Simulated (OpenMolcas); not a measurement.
Os: from CASSCF to CASPT2

```json
{
  "Program": "OpenMolcas 26.06",
  "Basis": "ANO-RCC-VDZP [7s6p4d2f1g]",
  "Scalar Hamiltonian": "DKH2, point nucleus",
  "Active space": "6 electrons in 5 orbitals (5d)",
  "State averaging": "2S+1 = 5 even, 5 roots; 2S+1 = 3 even, 45 roots; 2S+1 = 1 even, 50 roots (49 in the spin-orbit step)",
  "Spin-orbit coupling": "RASSI with atomic mean-field integrals over the reference wave functions, term energies averaged over their components"
}
```

Methods on the same reference wave functions:
A. CASSCF
B. SS-CASPT2, IPEA 0.25 Eh, imaginary shift 0.1 Eh (closed shells correlated: 5s 5p 6s)
C. MS-CASPT2, IPEA 0.25 Eh, imaginary shift 0.1 Eh (closed shells correlated: 5s 5p 6s)

Energies in cm-1 above 5d6 6s2 5D4, the measured ground level; measured values from NIST Handbook of Basic Atomic Spectroscopic Data.

```tsv
Level	A	B	C	Measured
5d6 6s2 5D4	0.0	0.0	0.0	0.0
5d6 6s2 5D3	4320	4460	4470	4159
5d6 6s2 5D2 [63 %]	4973	4020	4060	2740
5d6 6s2 5D1	6896	6550	6590	5766
5d6 6s2 5D0	7358	6900	6970	6093
5d6 6s2 3H6	17191	17040	17050	
5d6 6s2 3H5 [53 %]	17385	16800	16810	
5d6 6s2 3P2(1) [54 %]	17737	14690	14670	
5d6 6s2 3F3(1) [60 %]	20525	18670	18670	
5d6 6s2 3F2(1) [69 %]	21476	18550	18550	
5d6 6s2 3G5 [53 %]	25326	24630	24630	
5d6 6s2 3G4 [68 %]	26209	24740	24710	
5d6 6s2 3D2 [69 %]	27797	24470	24500	
5d6 6s2 1I6	29216	28960	28970	
5d6 6s2 1G4(1) [63 %]	34118	32520	32590	
5d6 6s2 3P0(2) [65 %]	35950	30650	30190	
5d6 6s2 1F3 [66 %]	36419	31460	31470	
5d6 6s2 1D2(1) [57 %]	37051	31700	31700	
5d6 6s2 3P1(2)	42695	36970	37120	
5d6 6s2 3F4(2)	44931	40840	40820	
5d6 6s2 3F2(2)	45560	41310	41310	
5d6 6s2 3F3(2) [66 %]	49442	45140	45140	
5d6 6s2 3P2(2)	50069	44320	44310	
5d6 6s2 1G4(2)	51791	47120	47120
```

Deviations, from unrounded energies. A percentage is the sum of absolute deviations over the sum of measured energies, with the sign that they share, or ± where signs differ.

```json
{"Against measurement": "mean absolute deviation (cm-1)", "Levels": "4", "A": "1200", "B": "790", "C": "830"}
{"Against measurement": "fine structure of the ground term (%)", "Levels": "4", "A": "+25.5", "B": "+16.9", "C": "+17.7"}
```

B, C lie about equally close to measurement and A furthest from it. The largest miss of B in the table is 5d6 6s2 5D2 [63 %], by +1300 cm-1. The ranking rests on the paired levels alone, and a cruder setting can come out closer through cancelling errors.

Between B and C the level of the table that moves most is 5d6 6s2 3P0(2) [65 %], by 460 cm-1 (lowest in C, highest in B). Moves below CASPT2's spread within the term are not significant.

The mean deviations of B to C differ by less than CASPT2's widest spread within a term (1100 cm-1), so their order carries little weight.

From A to B the spin-free energies of the other terms of 5d6 6s2 shown, above 5D, scale by factors of 0.73 to 0.97.

The lowest spin-free term lies below A's lowest term by 0.318 hartree in B, 0.318 hartree in C.

CASPT2 does not keep the components of a term degenerate, so their means are used; among the terms shown or strongly mixed into the levels shown the widest spread is 1100 cm-1 (5d6 6s2 1I, C). Over all roots computed the reference weight is 0.86 to 0.91 in B, 0.86 to 0.91 in C; the roots of lowest weight are the least certain, and an intruder state may touch them. Some high roots are left out of the spin-orbit mixing, which shifts the levels that they would mix with. With the s shell closed, the reference lacks s² → p², s² → d² and s → d mixing, so excited terms can stand far too high and out of order, with CASPT2 too. The CASPT2 spread within a term exceeds the gap to the next term for 5d6 6s2 1G(1) and 5d6 6s2 1I, so the order of their levels is uncertain (figures for B; the like holds for C). Without dynamic correlation excited terms often stand tens of per cent too high (terms of higher spin than the ground term too low), and those without a measured partner can miss by more than the paired ones (holds for A). Some levels mix across a computed gap that differs much from the measured one, so their mixing is not that of the real levels (holds for A). Computed and measured levels are paired by configuration, term and J; levels that our copy of the source lacks, or whose pairing is in doubt (as where it misses far off the trend of its configuration), stay unpaired and out of the deviations. Only configurations of the active space appear. Levels that lie high or do not pair safely by name in every column are left out.

A share in square brackets marks a mixed level and gives the weight of the term that names it, the lowest over the columns. A number in round brackets counts repeated terms of one configuration in the order of the reference energies.
